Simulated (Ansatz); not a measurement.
Consider the redistribution: `[SiH3][SiH]1C=CS1` + `C[BH][GeH2][CH3]` → `C[BH][GeH2][SiH3]` + `C[SiH]1C=CS1`.

Gas-phase electronic energies from Ansatz, PBE0-D4/def2-TZVP geometries. CCSD(T)/CBS is the MP2 limit (def2-TZVPP, def2-QZVPP) plus CCSD(T) − MP2 in def2-TZVPP, frozen cores. Functionals use def2-TZVPP. For Ge outer-core shells are correlated without core-valence functions, which leaves a few kJ/mol of doubt a bond. Scalar relativity is left out up to krypton. One conformer a species, not always the lowest.

Q: Is it downhill or uphill in electronic energy at CCSD(T)/CBS, and by how much? (An estimate is asked.)

A: Computed: Downhill: ΔE = -0.45 eV.

Q: What do these levels give: PBE0-D4, ωB97M-V, r2SCAN, PBE0, HF/CBS(def2), CCSD/CBS(def2)? (Best estimate.)

A: The calculation gave: PBE0-D4 -0.45, ωB97M-V -0.50, r2SCAN -0.48, PBE0 -0.45, HF/CBS(def2) -0.45, CCSD/CBS(def2) -0.45 eV.

Largest T1 diagnostic among the species: 0.014.
